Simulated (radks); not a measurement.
Values are calculated unless marked as measured or tabulated.
Effect of the nuclear size on the cerium ion Ce2+, [Xe] 4f2. Level of theory: Dirac Kohn-Sham, BLYP, spin-unpolarised, spherical densities, finite nucleus; open shells fill j = l - 1/2 first; Fermi nuclear charge, rms radius 4.8771 fm (a radial shooting solver on a logarithmic mesh with Libxc functionals). The rms radius is varied about that value; shifts are against it.

rms radius (fm)  total energy shift (eV)  density at nucleus (e/bohr^3)  1s1/2 shift (meV)  2s1/2 shift (meV)  4p1/2 shift (meV)  5s1/2 shift (meV)  5p1/2 shift (meV)  6s1/2 (empty) shift (meV)  4f5/2 shift (meV)
4.3065                             -2.30                      3.931e+05               -957               -117              0.250             -0.897              0.052                     -0.147              0.127
4.6528                            -0.933                      3.868e+05               -388              -47.4              0.101             -0.363              0.021                     -0.060              0.051
4.8771                                 0                       3.83e+05              0.000              0.000              0.000              0.000              0.000                      0.000              0.000
5.3648                              2.15                      3.755e+05                893                109             -0.233              0.836             -0.049                      0.137             -0.119
5.9744                              5.06                      3.672e+05               2100                257             -0.547               1.97             -0.115                      0.323             -0.279

Slopes of the eigenvalues against <r^2> in GHz/fm^2, as finite differences over the two radii next to the reference (eigenvalue slopes, not the field-shift constants of lines): 1s1/2 43400, 2s1/2 5310, 4p1/2 -11.3, 5s1/2 40.7, 5p1/2 -2.36, 6s1/2 (empty) 6.66, 4f5/2 -5.76.
